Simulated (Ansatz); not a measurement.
`[GaH2][GeH2][TeH]` + H₂O → `[OH][GeH2][TeH]` + `[GaH3]` at 500 K and 1 bar (formal hydrolysis of a Ge–Ga bond).

Gas-phase electronic energies from Ansatz, PBE0-D4/def2-TZVP geometries. CCSD(T)/CBS is the MP2 limit (def2-TZVPP, def2-QZVPP) plus CCSD(T) − MP2 in def2-TZVPP, frozen cores. This one scheme is used for every species. def2 core potentials past Kr. For Ga, Ge, Te outer-core shells are correlated without core-valence functions, which leaves a few kJ/mol of doubt a bond. Scalar relativity is left out up to krypton. Each species was taken in one conformer, which may not be the lowest.

```
            species  CCSD(T)/CBS energy (Eh)  H − E (kJ/mol)  S (J/(mol·K))
`[GaH2][GeH2][TeH]`              -4270.78896           141.0          461.6
                H₂O                -76.37941            73.2          206.3
  `[OH][GeH2][TeH]`              -2421.45317           134.7          394.6
           `[GaH3]`              -1925.70545            69.3          243.1
```

H − E and S are ideal-gas, rigid-rotor, harmonic terms from PBE0-D4/def2-TZVP, for one conformer and one mirror image of each species. 1 Eh = 2625.50 kJ/mol, R = 8.31446 J/(mol·K).

Task: By hand: ΔE, ΔH, ΔS and ΔG.

Result: ΔE = (-2421.45317) + (-1925.70545) − (-4270.78896) − (-76.37941) = 0.00975 Eh = 25.6 kJ/mol. Δ(H − E) = 134.7 + 69.3 − 141.0 − 73.2 = -10.2, so ΔH = 15.4 kJ/mol. ΔS = 394.6 + 243.1 − 461.6 − 206.3 = -30.2 J/(mol·K). ΔG = 15.4 − 500 × (-30.2)/1000 = 30.5 kJ/mol.

Task: By hand: the equilibrium constant, and the temperature at which ΔG would vanish if ΔH and ΔS stayed fixed.

Result: log₁₀ K = −ΔG/(RT ln 10) = -3.2. ΔH and −TΔS have one sign here, so there is no such temperature.

TΔS isn't small against ΔH here. A doubt of 5 kJ/mol in ΔE shifts log₁₀ K by 0.5 here. Other conformers and mirror images would add mixing entropy, several J/(mol·K) or more a flexible species. Modes under 60 cm⁻¹, often nearly free rotors, make the harmonic entropy too high. These are equilibria of isolated gas molecules and say nothing of rates. Largest T1 diagnostic: 0.013 (customary marks: 0.02 for closed shells, 0.045 for open ones).
